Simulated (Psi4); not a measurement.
Complex: CH4 (SMILES C) (first 5 atoms) with CH3Br (SMILES CBr); geometry from B3LYP-D3(BJ)/def2-TZVP, rigid monomers moved along the line of their centres of mass till C1···H8 is 4.96 Å.
(charge 0, multiplicity 1):
```xyz
10

C      0.054     0.056     0.163
H     -0.126    -0.571     1.034
H     -0.579     0.942     0.213
H      1.101     0.357     0.137
H     -0.181    -0.502    -0.742
C      0.567     1.035     6.063
Br    -0.086    -0.755     6.512
H      0.603     1.107     4.982
H      1.554     1.143     6.499
H     -0.129     1.753     6.483
```

Computed with SAPT0/aug-cc-pVDZ (Psi4).

Q: Which attractive term is largest, and how does the interaction split up?

A: electrostatics -0.03, exchange 0.00, induction 0.00, dispersion -0.08, total -0.11 kcal/mol; the largest attraction is dispersion.
